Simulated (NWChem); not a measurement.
System: C₂H₆BF; SMILES CB(C)F

All runs: NWChem. Geometry: optimised at B3LYP/6-31G* (spherical d). Ions are spin-unrestricted doublets at the neutral geometry; other ion states weren't tried.

Task: Order these by “ΔSCF minus −ε(HOMO) (eV)”, lowest first: Hartree-Fock/def2-SVP; M06-2X/def2-SVP; B3LYP/def2-SVP; PBE/def2-SVP.

Result: Hartree-Fock/def2-SVP (-1.47), M06-2X/def2-SVP (1.25), B3LYP/def2-SVP (2.62), PBE/def2-SVP (3.55)
